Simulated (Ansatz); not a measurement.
C₂H₈AlGa, SMILES `[CH3][AlH][CH2][GaH2]`. The species carries charge 0 and has multiplicity 1.

Z-matrix (Å, degrees):
```
C
Al 1 1.952
H 1 1.096 2 110.7
H 1 1.096 2 111.0 3 117.5
H 1 1.093 2 113.2 3 -121.2
C 2 1.945 1 121.3 3 122.7
H 2 1.593 1 119.8 3 -56.0
Ga 6 1.953 2 115.8 1 -85.2
H 6 1.096 2 107.3 1 34.4
H 6 1.095 2 108.2 1 153.5
H 8 1.572 6 120.3 2 -91.2
H 8 1.573 6 119.8 2 87.2
```

What are the harmonic wavenumbers in cm⁻¹ at PBE0-D4/def2-TZVP (Ansatz, finite differences of forces, unscaled)? (Best estimate.)

Computed: 34, 48, 104, 121, 191, 388, 422, 495, 522, 575, 619, 664, 692, 710, 750, 779, 845, 911, 1218, 1355, 1439, 1441, 1897, 1953, 1957, 3031, 3045, 3101, 3123, 3127.

Is this a minimum?

Yes, all 30 modes are real.

Give the ideal-gas thermochemistry at 298.15 K and 1 bar (rigid rotor, harmonic oscillator; point group C1, symmetry number 1).

Zero-point energy 212.7 kJ/mol; H(298) − E = 237.7 kJ/mol; entropy 390.1 J/(mol·K), of which translation 169.4, rotation 115.5, vibration 105.1; G(298) − E = 121.4 kJ/mol. Modes under 100 cm⁻¹ are hindered rotations or soft bends, so the harmonic entropy is rough.

And at 400, 500, 600, 800 and 1000 K?


```csv
T (K),H − E (kJ/mol),S (J/mol/K),G − E (kJ/mol)
400,252.1,431.3,79.6
500,268.2,467.2,34.6
600,285.9,499.4,-13.7
800,325.1,555.7,-119.4
1000,368.2,603.6,-235.5
```
